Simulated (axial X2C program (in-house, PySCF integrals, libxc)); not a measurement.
Density and ELF of SnS

Calculated with an axial X2C code built on PySCF integrals. Spin-free means the one-electron spin-free X2C Hamiltonian. Basis: Sn dyall-cv3z [11s12p9d4f1g], S dyall-av3z [9s8p3d2f] (cores contracted in-house); Gaussian nuclei, density fitting, unrestricted open shells. Masses: Sn 119.902 u, S 31.972 u.

PBE0, spin-free, state M_S = 0, Λ = 0 (closed shell); Sn at z = 0, S at z = 2.214 Å.

The maps cover the half plane through the axis: z from -2.4 to 4.2 Å along the bond, ρ from 0.15 to 2.25 Å away from it.

log10 of the density in e/bohr³:

```
 ρ\z  -2.4  -1.8  -1.2  -0.6   0.0   0.6   1.2   1.8   2.4   3.0   3.6   4.2
0.15  -2.9  -2.1  -1.3  -0.1   1.8  -0.1  -0.9  -0.4   0.8  -0.9  -1.8  -2.8
0.45  -3.0  -2.2  -1.5  -0.5   0.4  -0.5  -1.0  -0.7  -0.5  -1.0  -1.9  -2.8
0.75  -3.1  -2.3  -1.6  -1.0  -0.5  -1.1  -1.2  -0.9  -0.9  -1.3  -2.1  -3.0
1.05  -3.2  -2.5  -1.9  -1.5  -1.3  -1.5  -1.5  -1.3  -1.3  -1.6  -2.3  -3.1
1.35  -3.4  -2.8  -2.2  -1.8  -1.7  -1.9  -1.8  -1.7  -1.7  -2.0  -2.6  -3.4
1.65  -3.6  -3.0  -2.5  -2.2  -2.2  -2.2  -2.2  -2.1  -2.1  -2.4  -3.0  -3.6
1.95  -3.9  -3.3  -2.9  -2.6  -2.6  -2.6  -2.6  -2.5  -2.6  -2.9  -3.3  -3.9
2.25  -4.2  -3.7  -3.3  -3.0  -3.0  -3.0  -2.9  -2.9  -3.0  -3.3  -3.7  -4.2
```

Electron localisation function (collinear form, no current term, damped to 0 at low density):

```
 ρ\z  -2.4  -1.8  -1.2  -0.6   0.0   0.6   1.2   1.8   2.4   3.0   3.6   4.2
0.15  0.75  0.93  0.63  0.59  0.75  0.59  0.65  0.10  0.86  0.86  0.77  0.26
0.45  0.70  0.93  0.69  0.39  0.76  0.35  0.66  0.31  0.09  0.89  0.73  0.23
0.75  0.58  0.91  0.78  0.28  0.41  0.20  0.65  0.80  0.81  0.88  0.65  0.17
1.05  0.38  0.88  0.84  0.43  0.24  0.24  0.62  0.80  0.85  0.80  0.52  0.11
1.35  0.16  0.77  0.84  0.61  0.35  0.31  0.54  0.71  0.74  0.65  0.35  0.05
1.65  0.04  0.52  0.75  0.64  0.39  0.28  0.43  0.57  0.56  0.44  0.18  0.02
1.95  0.01  0.18  0.51  0.47  0.28  0.19  0.30  0.40  0.36  0.23  0.06  0.00
2.25  0.00  0.03  0.17  0.21  0.14  0.11  0.18  0.23  0.17  0.08  0.01  0.00
```

Occupations by symmetry block were frozen at the best pattern of an incomplete PBE0 search.
